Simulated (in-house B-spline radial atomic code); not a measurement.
How numerical settings move a run on Te⁵⁺, [Kr] 4d10 5s1. Computed with an all-electron radial atomic-structure program (B-spline basis): non-relativistic PW91, spherical fractional occupations, point nucleus.

Command:
```bash
python run_scf.py task.json out
```
Settings of the sound reference run:
```
Z                52
electrons        47
configuration    [Kr] 4d10 5s1
hamiltonian      nr
method           pw91,pw91
spin_polarised   False
knot_spacing     0.22
spline_order     8
gauss_points     12
box_radius       10.53
max_iterations   70
damping          0.5
damped_steps     3
diis_vectors     10
tolerance        1e-08
start            Thomas-Fermi
```

Cost of the run: 0.13 s on 1 thread of Arm Neoverse V2, with other jobs on the host.

It converges in 9 iterations to -6609.250283 hartree, with 5s at -62.8405 eV. The other runs change the listed settings, some to values that make no sense; their results aren't properties of the atom or ion. Radii are in bohr (the nuclear one in fm), a minus after a letter asks for a j subshell, and «unchanged» means within 1e-8 hartree. The run stops when the residual is below 10 × tolerance × max(1, Z/10), or a noise floor if that is larger, and the energy moves by less than 1e-8 × √|E| hartree; so very loose and very tight tolerances often act alike.

```tsv
changed settings	outcome
max_iterations = 5, tolerance = 0.01	not converged after 5 iterations, last residual 1.7e-02, last energy +6.00e-03 hartree from the reference
damped_steps = 8	converged in 12 iterations, energy unchanged, 5s level -5.4e-06 eV
damped_steps = 30	converged in 19 iterations, energy unchanged, 5s level -2.2e-06 eV
knot_spacing = 0.15, spline_order = 5, box_radius = 21.06, max_iterations = 3	not converged after 3 iterations, last residual 1.0e-01, last energy +5.19e-01 hartree from the reference
damped_steps = 1	converged in 9 iterations, energy unchanged, 5s level -4.2e-06 eV
hamiltonian = dirac, method = tpss,tpss, nucleus = fermi, rms_radius = 4.7423, mass_number = 130, atomic_mass = 129.9062, speed_of_light = 137.036	stopped with error: meta-GGAs are not served with the Dirac Hamiltonian
electrons = 48, configuration = [Kr] 4d10 5s1 6p-1, max_iterations = 75	stopped with error: j subshells need the Dirac Hamiltonian and l > 0
knot_spacing = 0.1, max_iterations = 100, damping = 0.2	converged in 10 iterations, energy -7.04e-06 hartree from the reference, 5s level -1.4e-05 eV
max_iterations = 2	not converged after 2 iterations, last residual 7.6e-01, last energy +1.09e+01 hartree from the reference
electrons = 49, configuration = [Kr] 4d10 5s3, max_iterations = 75	stopped with error: shell 5s holds at most 2 electrons
max_iterations = 3	not converged after 3 iterations, last residual 1.5e-01, last energy +5.19e-01 hartree from the reference
```

(1) What happens with damped_steps = 0?

(2) What happens with max_iterations = 8?

(3) What happens with knot_spacing = 2, spline_order = 6, gauss_points = 8, max_iterations = 75, damped_steps = 8?

(4) What happens with start = bare nucleus?

Results:

(1) Converged in 8 iterations, energy unchanged, 5s level -4.0e-06 eV.

(2) Not converged after 8 iterations, last residual 3.8e-06, last energy +4.00e-10 hartree from the reference.

(3) Converged in 12 iterations, energy +2.43e+02 hartree from the reference, 5s level +5.3e+00 eV (the program warns: 2s reaches the box edge; 2p reaches the box edge).

(4) Converged in 10 iterations, energy unchanged, 5s level -1.4e-06 eV.
